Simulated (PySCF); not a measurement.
# What a mistake does to a calculation on BCH6NSi

All numbers below are calculated, not measured. The program is PySCF 2.14.0, an open-source quantum chemistry code, run on an isolated molecule that a program drew, which may never have been made. The molecule is BCH6NSi (charge 0, singlet), drawn as the SMILES string `BC(N)[SiH]`.

Each row is a Hartree-Fock (HF) and frozen-core CCSD(T) single point in the cc-pV(D+d)Z basis, meant for a local HF minimum. Run 1 is clean. Each other run has one planted mistake out of seven kinds, and not every kind appears here: one electron removed, one electron added, multiplicity raised by two, geometry at a saddle point, minimal basis STO-3G, one bond length entered in bohr, all coordinates scaled. The reference is restricted for singlets and unrestricted otherwise, and also for a bond in bohr. Adding or removing an electron swaps singlet and doublet. Electrons count all cores. HOMO and LUMO are orbital energies over both spins, the gradient is its largest component, and the lowest frequency (negative if imaginary) is given only where the gradient is small. Bond lengths are over the 9 bonds as drawn. T1 is the CCSD diagnostic: over 0.02 (restricted) or 0.045 (unrestricted) a single reference is doubtful.

Geometry of the clean run:
```xyz
10
BCH6NSi, angstrom
B    -0.8680   -0.3864   -1.9335
C    -0.3331   -1.4474   -0.9292
N     1.1101   -1.6293   -0.7413
Si   -1.2392   -1.4157    0.7647
H    -1.9787   -0.4664   -2.3800
H    -0.1771    0.5478   -2.2517
H    -0.7952   -2.4269   -1.1882
H     1.4932   -0.8838   -0.1855
H     1.5910   -1.5872   -1.6235
H    -2.6392   -1.3049    0.1927
```

```
run,electrons,basis functions,<S^2>,HOMO (eV),LUMO (eV),gradient (hartree/bohr),lowest frequency (cm^-1),mean bond (Å),longest bond (Å),T1,HF (hartree),CCSD(T) (hartree),mistake
1,38,95,0.000,-8.77,0.68,1.3e-05,139,1.3322,1.921,0.0146,-409.34412,-409.89746,no fault
2,39,95,0.771,-0.90,6.90,4.2e-02,-,1.3322,1.921,0.0226,-409.34707,-409.91351,one electron added
3,37,95,0.767,-15.41,-6.79,4.9e-02,-,1.3322,1.921,0.0392,-409.05967,-409.58217,one electron removed
4,38,95,2.006,-7.84,0.12,2.6e-02,-,1.3322,1.921,0.0162,-409.31359,-409.84325,multiplicity raised by two
5,38,95,0.000,-8.85,0.49,4.4e-02,-,1.4201,2.048,0.0149,-409.31166,-409.87639,all coordinates scaled
6,38,30,0.000,-6.25,5.80,4.3e-02,-,1.3322,1.921,0.0114,-404.50991,-404.72942,?
```

**Which mistake was planted in run 6, and what did it cost?**

It has 30 basis functions where the clean run has 95, with the same electrons and geometry. So the mistake is: minimal basis STO-3G. Subtracting run 1 and multiplying by 627.51 kcal/mol a hartree, the energy moved by 3033.5 kcal/mol in HF and 3243.0 kcal/mol in CCSD(T).

